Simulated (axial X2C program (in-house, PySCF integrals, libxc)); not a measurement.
**Spin–orbit effects along a row: molecules with In, HF**

Calculated with an in-house relativistic program for diatomic molecules, spin-free (one-electron X2C) or two-component (2c: spin–orbit coupling with atomic mean-field Coulomb and Gaunt terms, which also bring small scalar terms), in Dyall basis sets with cores contracted in-house; open shells are unrestricted.

Basis sets: Br dyall-cv3z, Ca dyall-cv3z, Cu dyall-cv3z, Ge dyall-cv3z, In dyall-cv3z, K dyall-cv3z.

| molecule | spin-free state | Re (Å) | ωe (cm⁻¹) | De (eV) | 2c state | Re 2c (Å) | ωe 2c (cm⁻¹) | De 2c (eV) |
| --- | --- | --- | --- | --- | --- | --- | --- | --- |
| KIn | M_S = 0, Λ = 0 | 3.854 | 99.3 | -0.24 | Ω = 0 | 3.777 | 95.4 | n/a |
| CaIn | ? | ? | ? | ? | ? | ? | ? | ? |
| CuIn | M_S = 0, Λ = 0 | 2.751 | 143.9 | n/a | Ω = 0 | 2.749 | 143.9 | n/a |
| InGe | M_S = 3/2, Λ = 0 | 2.740 | 165.8 | 1.39 | Ω = 3/2 | 2.741 | 165.3 | n/a |
| InBr | M_S = 0, Λ = 0 | 2.586 | 213.1 | 3.06 | Ω = 0 | 2.587 | 213.1 | 2.72 |

Q: Estimate the 2c Re and ωe of CaIn as the mean of its neighbours in the table.

A: Re ≈ 3.263 Å, ωe ≈ 119.7 cm⁻¹. The HF runs give the row below, so the estimate misses by -0.177 Å and 17.6 cm⁻¹.

| molecule | spin-free state | Re (Å) | ωe (cm⁻¹) | De (eV) | 2c state | Re 2c (Å) | ωe 2c (cm⁻¹) | De 2c (eV) |
| --- | --- | --- | --- | --- | --- | --- | --- | --- |
| CaIn | M_S = 1/2, Λ = 1 | 3.378 | 120.8 | 0.26 | Ω = 1/2 | 3.440 | 102.1 | n/a |

Each entry is the lowest single determinant of a limited PBE0 search at one distance. De goes to single-determinant-based atoms at the same level (for ions the charge split of lowest energy) and is withheld (n/a) where an atom does not fit its ground term or J level. Main or longest-lived isotopes. One determinant is a doubtful description, or other states lie close, for KIn, CaIn, InGe; these need not be ground states, and all values refer to the states named. With several unpaired electrons the Ω given is that of one determinant, not necessarily of the lowest component. Where the atoms have a lower orbital projection than the molecule, De at mean-field level may be about a tenth of an eV too small.
